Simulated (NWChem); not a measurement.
Molecule: CH$_{7}$NSi; SMILES [SiH3]NC

```xyz
10

Si     0.0797     1.1049     0.0018
N     -0.5408    -0.5103     0.0106
C      0.2752    -1.6998    -0.0196
H     -1.0748     2.0237     0.2368
H      1.0932     1.2380     1.0944
H      0.7579     1.5429    -1.2675
H     -1.4797    -0.6467    -0.3466
H      0.5677    -2.0278    -1.0371
H     -0.2357    -2.5476     0.4672
H      1.2074    -1.5290     0.5432
```
Atoms are numbered in this order, from 1.

Level: PBE0/def2-SVP (NWChem), optimised geometry, unscaled harmonic frequencies. 

**Question.** List the harmonic frequencies with IR intensities, and the thermochemistry.

**Answer.** 
| frequency (cm⁻¹) | IR intensity (km/mol) |
|---|---|
| 134 | 2.4 |
| 139 | 1.0 |
| 248 | 5.8 |
| 426 | 99.3 |
| 690 | 34.8 |
| 701 | 44.0 |
| 799 | 50.0 |
| 907 | 94.9 |
| 969 | 135.2 |
| 993 | 182.0 |
| 1102 | 7.3 |
| 1142 | 0.7 |
| 1184 | 88.9 |
| 1402 | 42.6 |
| 1449 | 10.4 |
| 1467 | 12.0 |
| 1497 | 6.4 |
| 2172 | 186.1 |
| 2223 | 97.5 |
| 2239 | 126.8 |
| 2999 | 86.2 |
| 3082 | 35.2 |
| 3127 | 19.3 |
| 3641 | 24.7 |

```yaml
zero_point_energy: 49.6 kcal/mol
thermal correction to the enthalpy at 298.15 K (with zero-point energy): 53.7 kcal/mol
heat capacity Cv: 17.7 cal/(mol K)
entropy at 298.15 K and 1 atm (symmetry number 1): 71.5 cal/(mol K)
dipole_moment: 1.26 D
```

Rigid rotor and harmonic oscillator.
